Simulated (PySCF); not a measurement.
Species: CH₁₁PSi₃.
Numbering: `[SiH3:1][CH2:2][Si@@H:3]([SiH3:4])[PH2:5]` (hydrogens: H6, H7, H8 on Si1; H9, H10 on C2; H11 on Si3; H12, H13, H14 on Si4; H15, H16 on P5)

Computed by this run: PBE0-D3(BJ)/def2-SVP geometry optimisation, gas phase (PySCF 2.14.0); density fitting, grid level 1; the optimiser is geomeTRIC in internal coordinates, started from a GFN2-xTB structure.

Step 0: E = -34112.2502 eV
```
atom  x, y, z in Å  |  force x, y, z in eV/Å
Si1    -2.0699   -0.6336   -0.1577    0.708   0.262   0.760
C2     -0.7875   -0.2010    1.1797    0.215   0.009  -0.861
Si3     0.8806    0.5408    0.5863   -0.982   0.076   0.359
Si4     2.1429   -0.9726   -0.6458   -0.020   0.082   0.080
P5      0.5814    2.4763   -0.5314    1.408   0.372   0.031
H6     -2.4227    0.5695   -0.9159   -0.147   0.426  -0.343
H7     -1.5106   -1.6427   -1.0599    0.167  -0.394  -0.411
H8     -3.2785   -1.1564    0.4848   -0.491  -0.245   0.190
H9     -1.2472    0.5012    1.8776   -0.104   0.360   0.220
H10    -0.5698   -1.0998    1.7578    0.089  -0.436   0.220
H11     1.5818    0.9981    1.8076    0.354  -0.094   0.240
H12     1.4292   -1.5129   -1.8070   -0.432  -0.101  -0.416
H13     3.3862   -0.3885   -1.1511    0.495   0.386  -0.153
H14     2.5216   -2.1180    0.1854    0.093  -0.460   0.443
H15    -0.6521    2.7576    0.0218   -0.955   0.226   0.595
H16     0.0073    1.8913   -1.6436   -0.399  -0.469  -0.955
```

**Question.** Estimate the geometry and energy of step 1. (The exact step hangs on the optimiser's Hessian estimate; all steps are aligned on step 0, rigid shifts and turns removed.)

**Answer.** E = -34112.4251 eV, largest force 0.316 eV/Å
```
atom  x, y, z in Å  |  force x, y, z in eV/Å
Si1    -2.0240   -0.6472   -0.1692   -0.139   0.013   0.029
C2     -0.7786   -0.2106    1.1732    0.084   0.067   0.103
Si3     0.8592    0.5727    0.6343    0.077  -0.147  -0.070
Si4     2.1259   -0.9593   -0.6194   -0.073   0.036  -0.003
P5      0.6241    2.4691   -0.5997   -0.313  -0.041  -0.005
H6     -2.3893    0.5596   -0.9747    0.020  -0.015   0.022
H7     -1.5003   -1.6902   -1.1043    0.056   0.024   0.040
H8     -3.2722   -1.1762    0.4687    0.030   0.005  -0.036
H9     -1.2562    0.4977    1.8766   -0.035  -0.055  -0.067
H10    -0.5573   -1.1232    1.7584    0.013   0.046  -0.048
H11     1.6663    0.9415    1.8442   -0.072   0.045  -0.018
H12     1.2880   -1.4536   -1.7572    0.053  -0.019  -0.022
H13     3.3658   -0.3272   -1.1665   -0.008   0.002   0.009
H14     2.5122   -2.1275    0.2345   -0.009   0.002  -0.022
H15    -0.5927    2.8524    0.0737    0.205  -0.014  -0.131
H16    -0.0788    1.8310   -1.6841    0.113   0.051   0.219
```

The energy changes by -0.1749 eV. The first-order estimate −F·Δx gives -0.4027 eV and the mean of the old and new forces, exact on a quadratic surface, -0.1671 eV. The step makes an angle of 67° with the force vector and moves no atom by more than 0.161 Å.

What follows is the cost of the whole optimisation. On one thread, Arm Neoverse V1 (aarch64), shared host with 32 logical CPUs at a one-minute load of 19, this took 87 s wall and 0.61 GiB of memory at its peak.
